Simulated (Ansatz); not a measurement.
Relaxation of C2H10N2Si2 (16 atoms, charge 0, multiplicity 1), to a largest force component of 0.015 eV/Å in at most 40 steps.

Level of theory: RKS revPBE-D4/def2-SVP in Ansatz.

```xyz
16
Properties=species:S:1:pos:R:3:forces:R:3
N -0.692 -1.196 -1.320 0.49 -0.55 -0.05
C -0.353 -0.376 -0.275 0.04 -0.21 -0.55
C 0.778 0.306 -0.270 4.22 2.60 0.99
Si 2.203 0.470 -1.515 -2.44 -0.58 0.58
N -1.245 -0.358 0.747 -2.90 -1.43 -0.15
Si -1.437 0.503 2.211 0.54 0.63 0.82
H -1.649 -1.432 -1.284 -1.62 -0.66 -0.52
H -0.357 -0.897 -2.219 0.15 0.06 -0.65
H 1.074 0.912 0.656 -0.77 -0.57 -0.81
H 3.454 0.518 -0.818 1.29 0.13 0.56
H 1.946 1.702 -2.283 0.24 0.53 -0.50
H 2.140 -0.703 -2.414 0.20 -0.36 -0.55
H -2.206 -0.597 0.397 0.76 -0.05 0.34
H -1.939 1.866 1.922 -0.07 0.57 0.12
H -0.146 0.509 2.942 0.24 0.14 0.20
H -2.456 -0.197 3.020 -0.36 -0.27 0.17
```

Task: Where does it end, and by what steps?

Result: It converged. The force dipped under the threshold on the way, but the program's further checks kept it going. After 24 steps the energy has fallen by 0.836 eV; H12 moved furthest, 1.19 Å.

```
step  energy less start (eV)  largest force component (eV/Å)  accepted
   0                  0.0000                           4.219       yes
   1                 -0.5345                           1.308       yes
   2                 -0.6592                           0.363       yes
   3                 -0.6949                           0.356       yes
   4                 -0.7287                           0.269       yes
   5                 -0.7621                           0.322       yes
   6                 -0.7559                           0.940        no
   7                 -0.7799                           0.114       yes
   8                 -0.7946                           0.045       yes
   9                 -0.8033                           0.258       yes
  10                 -0.8045                           0.335       yes
  11                 -0.8153                           0.266       yes
  12                 -0.8163                           0.109       yes
  13                 -0.8219                           0.112       yes
  14                 -0.8239                           0.052       yes
  15                 -0.8255                           0.067       yes
  16                 -0.8263                           0.128       yes
  17                 -0.8283                           0.090       yes
  18                 -0.8314                           0.015       yes
  19                 -0.8316                           0.175       yes
  20                 -0.8341                           0.050       yes
  21                 -0.8347                           0.030       yes
  22                 -0.8353                           0.032       yes
  23                 -0.8355                           0.025       yes
  24                 -0.8356                           0.013       yes
```

```xyz
16
Properties=species:S:1:pos:R:3
N -0.611 -1.380 -1.257
C -0.334 -0.502 -0.206
C 0.788 0.295 -0.124
Si 2.000 0.621 -1.483
N -1.316 -0.522 0.788
Si -1.465 0.669 2.084
H -1.580 -1.342 -1.588
H 0.050 -1.320 -2.035
H 0.983 0.769 0.853
H 3.321 -0.100 -1.327
H 2.332 2.090 -1.605
H 1.417 0.160 -2.804
H -1.856 -1.389 0.836
H -1.552 2.048 1.499
H -0.327 0.636 3.072
H -2.735 0.297 2.797
```

Run time: 37 s on 2 threads of AMD EPYC 9R45 96-Core Processor (Zen 5), on a shared host, peak memory 0.22 GiB.
